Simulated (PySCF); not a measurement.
A structure optimised at TPSSh-D3(BJ)/def2-SVP, used in a PySCF frequency run:

```xyz
7

Cl    -2.4016     0.1481     1.4643
C     -1.5170    -0.1545     0.0000
Cl    -2.4016     0.1481    -1.4643
C     -0.2788    -0.5854     0.0000
C      0.9624    -0.9900     0.0000
Br     2.4396     0.2110     0.0000
H      1.2703    -2.0390     0.0000
```
Charge 0, spin multiplicity 1.

Problem. Write its SMILES, formula and point group.

Solution. ClC(Cl)=C=CBr, C₃HBrCl₂, Cs

Problem. What are its rotational constants (standard atomic weights)?

Solution. 2.8497, 0.53208, 0.46946 GHz
